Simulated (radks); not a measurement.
All-electron atom: In+ in [Kr] 4d10 5s2. All-electron calculation, scalar-relativistic Kohn-Sham, PBE, spin-unpolarised, spherical densities, point nucleus. Program: a radial shooting solver on a logarithmic mesh with Libxc functionals.

Normalised radial functions P(r) = r R(r), r in bohr:

```
   r/bohr * 4p (the largest magnitude, 1.06, reaches the edge; | marks zero)
 0.002137                             *
 0.003317                             *
 0.005151                             *
 0.007998                             |*
  0.01242                             | *
  0.01928                             |   *
  0.02994                             |     *
  0.04649                             |         *
  0.07218                             |          *
   0.1121                             |    *
    0.174                    *        |
   0.2702             *               |
   0.4195                             *
   0.6514                             |                         *
    1.011                             |                          *
    1.571                             |          *
    2.458                             | *
    3.817                             *
    5.926                             *
    9.202                             *
```

4p: eigenvalue -85.599 eV, 2 radial nodes at r = 0.132, 0.418 bohr, <r> = 0.922 bohr, 90 % of the charge inside 1.36 bohr.
